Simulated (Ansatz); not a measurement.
One change: `[SiH3]C1CC1` becomes `[CH3][AlH][CH]1CC1`.

Ansatz, PBE0-D4/def2-TZVP geometries, multiplicity 1. Each molecule was computed in one conformer, which needn't be the lowest.

```
                               property  `[SiH3]C1CC1`
     LUMO energy (PBE0/def2-TZVPP) / eV           0.87
HOMO–LUMO gap (ωB97M-V/def2-TZVPP) / eV          12.99
  HOMO energy (ωB97M-V/def2-TZVPP) / eV         -10.57
   HOMO–LUMO gap (PBE0/def2-TZVPP) / eV           9.18
      HOMO energy (PBE/def2-TZVPP) / eV          -7.06
      LUMO energy (PBE/def2-TZVPP) / eV           0.05
```

(1) Give the same properties after the change, and the shifts. (Estimate.)

Answers

(1) Computed: 
```
                               property  `[CH3][AlH][CH]1CC1`  shift
     LUMO energy (PBE0/def2-TZVPP) / eV                 -0.80  -1.67
HOMO–LUMO gap (ωB97M-V/def2-TZVPP) / eV                 10.38  -2.61
  HOMO energy (ωB97M-V/def2-TZVPP) / eV                 -9.66   0.91
   HOMO–LUMO gap (PBE0/def2-TZVPP) / eV                  6.63  -2.55
      HOMO energy (PBE/def2-TZVPP) / eV                 -6.20   0.86
      LUMO energy (PBE/def2-TZVPP) / eV                 -1.58  -1.63
```

With PBE0 the HOMO rises by 0.88 eV and the LUMO falls by 1.67 eV, so the gap narrows by about 2.55 eV. PBE moves the HOMO by 0.86 eV and ωB97M-V by 0.91 eV.
